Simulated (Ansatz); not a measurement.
Ga(PH3)H3 (GaPH6), relaxed as a singlet with RKS PBE0-D4/def2-TZVP in Ansatz, starting from the GFN2-xTB geometry. Force threshold 0.02 eV/Å.

Start:

```xyz
8

Ga    0.5772    1.3321   -0.0507
P    -0.4336   -0.9722    0.0403
H    -1.0567   -1.4530    1.1768
H     0.3637   -2.0839   -0.1567
H    -1.4292   -1.3646   -0.8344
H     1.5184    1.1798    1.1610
H    -0.7227    2.1405    0.1279
H     1.1828    1.2214   -1.4643
```

(1) Estimate the energy that the relaxation releases and the steps that it takes.

(2) Does the start keep its bonding and symmetry?

(3) Predict the relaxed structure.

## Answers

(1) 1.6 kcal/mol, in 4 steps; 3.1 s on 4 threads of Arm Neoverse V2 on a shared host. No frequencies were taken in this run, so the end may be a saddle point.

(2) By distances, no bond broke or formed. The bond that changes most is Ga1–H7, from 1.54 to 1.58 Å (atoms count from 1). Point group C3 at the start, C3 at the end, both within 0.05 Å.

(3) 
Cartesian coordinates in Å:
```
Ga 0.5755 1.3301 -0.0503
P -0.4301 -0.9819 0.0385
H -1.0668 -1.4160 1.2195
H 0.4115 -2.0961 -0.1578
H -1.4436 -1.3312 -0.8776
H 1.5362 1.1560 1.1878
H -0.7658 2.1359 0.1398
H 1.1831 1.2032 -1.4998
```
Bond lengths: 1 × Ga–P 2.52 Å; 3 × Ga–H 1.58 Å; 3 × H–P 1.41 Å.
